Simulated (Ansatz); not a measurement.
Cost and result for the atomization energy of `Cl[C]1=C[CH2][GeH2]1` (10 atoms, 10 bonds).

Cartesian coordinates in Å:
```
Cl -2.5017 -0.6871 -1.3800
C -1.0416 -0.2940 -0.5821
C 0.1639 -0.8453 -0.7694
C 1.1388 -0.1661 0.1651
Ge -0.3950 0.9340 0.7898
H 0.4136 -1.6417 -1.4678
H 1.5801 -0.8292 0.9120
H 1.9379 0.3803 -0.3402
H -0.9021 0.7158 2.2249
H -0.3937 2.4331 0.4477
```

Total charge 0; spin multiplicity 1. Correlated methods include outer-core shells of Ge, which these sets cover unevenly. Scalar relativity is left out up to krypton. Geometry: relaxed with PBE0-D4/def2-TZVP. Program: Ansatz. All runs use 4 threads of an AMD EPYC 9R14 on a shared host. Times are those of one run each, without the atoms' runs, and a repeat can differ threefold. Electronic energies, without spin–orbit coupling; frozen cores. CCSD(T)/CBS adds CCSD(T) − MP2 in def2-TZVPP to the MP2 limit, and its time is that of the two runs behind it. T1 = 0.012. With those shells the extrapolation isn't a true limit. B3LYP takes the VWN-RPA correlation (the form of Gaussian; ORCA's B3LYP/G). HSE06 is the plane-wave form, built on full-range PBE exchange.

CCSD(T)/CBS is a level of theory with its own doubt, some kJ/mol a heavy atom from the limit and from the frozen cores, so smaller differences don't rank the functionals.

| level | functions | wall time |
| --- | --- | --- |
| PBE-D4/def2-TZVPP (with forces) | 253 | 1.9 s |
| PBE0-D4/def2-TZVPP | 253 | 2.4 s |
| BHLYP-D4/def2-TZVPP | 253 | 2.7 s |
| HSE06-D4/def2-TZVPP | 253 | 2.8 s |
| r2SCAN-D4/def2-TZVPP (with forces) | 253 | 3.4 s |
| B3LYP-D4/def2-TZVPP (with forces) | 253 | 3.9 s |
| r2SCANh-D4/def2-TZVPP | 253 | 4 s |
| PBE-QIDH/def2-TZVPP | 253 | 4.5 s |
| CCSD(T)/def2-SVP | 117 | 6 s |
| B97M-V/def2-TZVPP | 253 | 6.5 s |
| MP2/def2-QZVPP | 480 | 17 s |
| CCSD(T)/def2-TZVPP | 253 | 2.1 min |
| CCSD(T)/CBS(def2) | – | 2.4 min |

**Question.** What atomization energy does each give, and how far from CCSD(T)/CBS? (Estimate.)

**Answer.** Computed: 
| level | atomization (kJ/mol) | difference from CCSD(T)/CBS | per bond |
| --- | --- | --- | --- |
| PBE-D4/def2-TZVPP (with forces) | 3778.7 | 99.6 | 10.0 |
| PBE0-D4/def2-TZVPP | 3714.1 | 35.0 | 3.5 |
| BHLYP-D4/def2-TZVPP | 3548.5 | -130.6 | -13.1 |
| HSE06-D4/def2-TZVPP | 3716.5 | 37.4 | 3.7 |
| r2SCAN-D4/def2-TZVPP (with forces) | 3697.8 | 18.7 | 1.9 |
| B3LYP-D4/def2-TZVPP (with forces) | 3653.3 | -25.8 | -2.6 |
| r2SCANh-D4/def2-TZVPP | 3674.6 | -4.5 | -0.4 |
| PBE-QIDH/def2-TZVPP | 3688.3 | 9.2 | 0.9 |
| CCSD(T)/def2-SVP | 3485.2 | -193.9 | -19.4 |
| B97M-V/def2-TZVPP | 3706.4 | 27.3 | 2.7 |
| MP2/def2-QZVPP | 3716.3 | 37.2 | 3.7 |
| CCSD(T)/def2-TZVPP | 3593.5 | -85.6 | -8.6 |
| CCSD(T)/CBS(def2) | 3679.1 | 0.0 | 0.0 |

From BLYP to BHLYP (50 % exact exchange), in def2-TZVPP and without D4, the atomization energy moves by −74.0 kJ/mol: exact exchange takes away binding that semilocal exchange gives to molecules. The D4 term adds +40.1 kJ/mol with B3LYP and +20.9 kJ/mol with PBE0; it sums over pairs of atoms, weighted by their polarisabilities, and B3LYP, whose exchange is more repulsive, gets the larger term. Leaving LDA and LC-ωPBE aside and taking each functional with its dispersion term where it has one, the values spread over 230.2 kJ/mol, from BHLYP-D4 to PBE-D4. LDA lies +507.8 kJ/mol from PBE without D4, its usual overbinding.

For some Ge, Se and Sn compounds the MP2-based and the directly extrapolated limit differ by 10 to 25 kJ/mol.
